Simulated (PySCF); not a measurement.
# Simulated characterisation data

[PySCF 2.14: structure optimised with GFN2-xTB; σ from GIAO-PBE0/pcSseg-1; averaged over atoms made equivalent by symmetry, fast rotation or ring inversion; non-relativistic Hamiltonian; single conformer; gas phase]

Scale: 1H and 13C against TMS (reference shieldings calculated alike). Splittings of carbon signals by F and P are missing where no couplings were computed. Where no couplings were computed, multiplicities follow the n + 1 count of equivalent neighbours, and m marks all less simple cases (inequivalent or close neighbours, rings, F or P nearby). Shifts are as computed. Against solution values, carbons near 30 ppm lie about +3 ppm off and those near 130 ppm about +5 ppm. Of 1211 compounds with measured shifts, 218 miss one by over three times the rms of a fit or turn the order of signals round; such compounds aren't used in these exercises. OH and NH positions are gas-phase values without hydrogen bonding to other molecules.

Compound 1 (CH14OSi5). 1H NMR (400 MHz, computed): δ 5.12 (t, 2H), 3.62 (s, 9H), 0.69 (br s, 1H), -0.03 (t, 2H). 13C{1H} NMR (computed): δ 1.0 (CH2). Structure: `[SiH3][Si](C[SiH2]O)([SiH3])[SiH3]`.

Compound 2 (C4H11F3OSi2). 1H NMR (400 MHz, computed): δ 3.99 (s, 6H), 3.55 (s, 2H), 3.52 (s, 3H). 13C{1H} NMR (computed): δ 140.2, 72.2, 59.8, 28.4. Structure: SMILES C(OC)C([SiH3])([SiH3])C(F)(F)F.
